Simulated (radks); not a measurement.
Values are calculated unless marked as measured or tabulated.
Initial-state core-level shifts of the silver ion Ag3+ when its valence configuration changes from [Kr] 4d8. Level of theory: scalar-relativistic Kohn-Sham, BLYP, spin-polarised, spherical densities, point nucleus; open shells are filled with parallel spins first (spin-orbit coupling, left out, can overturn this in heavy ions) (a radial shooting solver on a logarithmic mesh with Libxc functionals). Shifts are changes of the shell-averaged eigenvalues in eV (positive: less bound).

valence	1s	2s	3s	4s
4d7.5 5s0.5	-2.957	-3.146	-3.034	-2.637
4d6 5p2	-14.680	-15.491	-14.988	-13.051
4d6 5s2	-12.418	-13.227	-12.687	-10.833
4d6 5s1 5p1	-13.477	-14.298	-13.775	-11.867
4d5 5s1 5p2	-21.146	-22.459	-21.581	-18.376
4d7 5p1	-7.243	-7.617	-7.399	-6.539
4d7.5 5p0.5	-3.594	-3.773	-3.672	-3.269
4d6.5 5s0.5 5p1	-10.327	-10.918	-10.556	-9.198
4d7 5s1	-5.988	-6.379	-6.140	-5.298
